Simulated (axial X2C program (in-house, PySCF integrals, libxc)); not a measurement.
**What spin–orbit coupling does to ZnB**

Computed with an in-house all-electron X2C program for linear molecules (integrals from PySCF). Spin-free means the one-electron spin-free X2C Hamiltonian; two-component (2c) means X2C with spin–orbit coupling and atomic mean-field two-electron Coulomb and Gaunt terms, so the difference of the two also holds small scalar two-electron terms. Basis: Zn dyall-cv3z [9s10p6d3f2g], B dyall-v3z [7s6p2d1f] (cores contracted in-house); Gaussian nuclei, density fitting, unrestricted open shells. Masses: Zn 63.929 u, B 11.009 u.

Spin-free state: M_S = 1/2, Λ = 1 (beyond evenly filled blocks: π+α); fragments Zn + B.

| level | Re (Å) | ωe (cm⁻¹) | De (eV) | μ (D) |
| --- | --- | --- | --- | --- |
| PBE0 | 2.209 | 326.1 | 0.475 | -1.84 |
| LDA | 2.089 | 410.3 | 1.035 | -1.60 |

Dipoles are positive if B is the positive end.

**Question.** Within this multiplet, which Ω should lie lowest by the rule for regular and inverted multiplets?

**Answer.** The open π shell holds one electron, so the multiplet is regular: Ω = Λ − 1/2 = 1/2. The PBE0 2c search agrees, though Ω = 3/2 of the search lies only 0.01 eV higher.

Two-component determinant lowest at the distance of the search:

Ω = 1/2 (⟨Sz⟩ = -0.50, ⟨Lz⟩ = 1.00 at PBE0); fragments Zn + B.

| level | Re (Å) | ωe (cm⁻¹) | De (eV) | μ (D) |
| --- | --- | --- | --- | --- |
| PBE0 | 2.207 | 327.3 | 0.479 | -1.84 |
| LDA | 2.087 | 411.6 | 1.042 | -1.60 |

**Question.** From the two tables, how do the constants change at the PBE0 level (2c against spin-free)?

**Answer.** At the PBE0 level Re falls by 0.002 Å and ωe goes up by 1.2 cm⁻¹; De is not compared, since the atomic limits differ or miss part of their spin–orbit lowering.

One determinant describes the state; a PBE0 search over occupations chose it and may have missed a lower one. Dissociation energies refer to the lowest single-determinant-based atoms at the same level and basis. Density functionals use the spin component along the axis (collinear). The 2c atoms are single determinants rather than J levels; their spin–orbit lowering is only partly caught, and De is too large by that part. This holds for PBE0, LDA. The functionals have no current-density term, which raises determinants with orbital currents, atoms included. The atomic limit has a lower orbital projection than the molecule and lies lower at mean-field level, so De may be about a tenth of an eV too small.
